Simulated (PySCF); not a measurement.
## Shapes and spin states of AsN₂

Level of theory: PySCF, PBE0, basis As def2-TZVP, N def2-TZVP (no relativity, density fitting).

Relaxations began from a few typed shapes and spin states; open shells are unrestricted. The search is not exhaustive: other isomers or separated fragments can lie lower, and high-lying points may rest on an excited occupation.

Problem. Order these stationary points by electronic energy, lowest first, in kJ/mol from the lowest minimum.
A. quartet (⟨S²⟩ 4.24) D∞h: As–N 1.830 Å (×2); N–As–N 180.0°
B. broken-symmetry Ms = 1/2 (⟨S²⟩ 1.85) C2v: As–N 1.762 Å (×2); N–As–N 102.5°
C. doublet D∞h: As–N 1.658 Å (×2); N–As–N 180.0°
D. quartet (⟨S²⟩ 3.95) C2v: As–N 1.778 Å (×2); N–As–N 100.9°

Solution. D (0.0), C (44.2), B (74.0), A (191.7).

Problem. Which of them are minima?

Solution. By energy in kJ/mol, 0.0: minimum; 44.2: minimum; 74.0: minimum; 191.7: saddle point, 3 imaginary modes.

Starts that fell apart ended at 76 kJ/mol on the same scale (coarser grid).

For the lowest minimum: the determinant is spin-contaminated (⟨S²⟩ = 3.95, pure value 3.75).

The electron or spin density has lower symmetry than the nuclear frame for the doublet D∞h at 44.2 kJ/mol.
